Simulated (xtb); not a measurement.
dibromo-chloro-fluoromethane (CBr2ClF), SMILES ClC(F)(Br)Br. All values are semi-empirical tight-binding results from xtb (GFN2-xTB unless named), good for trends rather than for accurate numbers. Geometry optimised at GFN2-xTB.

Optimised geometry:

Bond lengths (Å): F1–C2 1.327, C2–Cl3 1.777, C2–Br4 1.948, C2–Br5 1.948. Angles (°): F1–C2–Cl3 109.4, F1–C2–Br4 107.9, F1–C2–Br5 107.9, Cl3–C2–Br4 111.2, Cl3–C2–Br5 111.2, Br4–C2–Br5 109.1.

```json
{
 "point_group_as_xtb_finds_it": "Cs",
 "orbital_gap": "3.89 eV",
 "zero_point_energy": "5.4 kcal/mol",
 "G − E(el) at 298.15 K (modified RRHO)": "-15.1 kcal/mol",
 "static polarisability (D4 model)": "69.4 bohr³",
 "solvation energy, GFN2-xTB/ALPB(water)": "0.7 kcal/mol",
 "solvation energy, GFN2-xTB/ALPB(benzene)": "-4.0 kcal/mol"
}
```

Computed atomic charges and the Wiberg bond orders between heavy atoms:
charges (e) F1 -0.15, C2 0.34, Cl3 -0.09, Br4 -0.05, Br5 -0.05. Bond orders F1–C2 1.02, C2–Cl3 0.97, C2–Br4 0.95, C2–Br5 0.95.
